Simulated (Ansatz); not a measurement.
One change: `C[SiH2]S[SiH3]` becomes `C[SiH2]SCF`.

Ansatz, PBE0-D4/def2-TZVP geometries, multiplicity 1. Each molecule was computed in one conformer, which needn't be the lowest.

```tsv
property	`C[SiH2]S[SiH3]`
HOMO energy (ωB97M-V/def2-TZVPP) / eV	-9.53
HOMO–LUMO gap (B3LYP/def2-TZVPP) / eV	7.06
size of the dipole moment (ωB97M-V/def2-TZVPP) / D	1.06
size of the dipole moment (PBE/def2-TZVPP) / D	1.08
size of the dipole moment (B3LYP/def2-TZVPP) / D	1.06
HOMO–LUMO gap (PBE0/def2-TZVPP) / eV	7.47
```

Q: What does the change do to each property? (Estimate.)

A: Computed: 
| property | `C[SiH2]SCF` | shift |
| --- | --- | --- |
| HOMO energy (ωB97M-V/def2-TZVPP) / eV | -9.56 | -0.03 |
| HOMO–LUMO gap (B3LYP/def2-TZVPP) / eV | 7.28 | 0.22 |
| size of the dipole moment (ωB97M-V/def2-TZVPP) / D | 1.07 | 0.01 |
| size of the dipole moment (PBE/def2-TZVPP) / D | 1.00 | -0.08 |
| size of the dipole moment (B3LYP/def2-TZVPP) / D | 1.07 | 0.01 |
| HOMO–LUMO gap (PBE0/def2-TZVPP) / eV | 7.75 | 0.28 |

Dipoles are sizes alone; their direction can turn.

B3LYP here is the variant with VWN-RPA as its local correlation; programs differ in this.
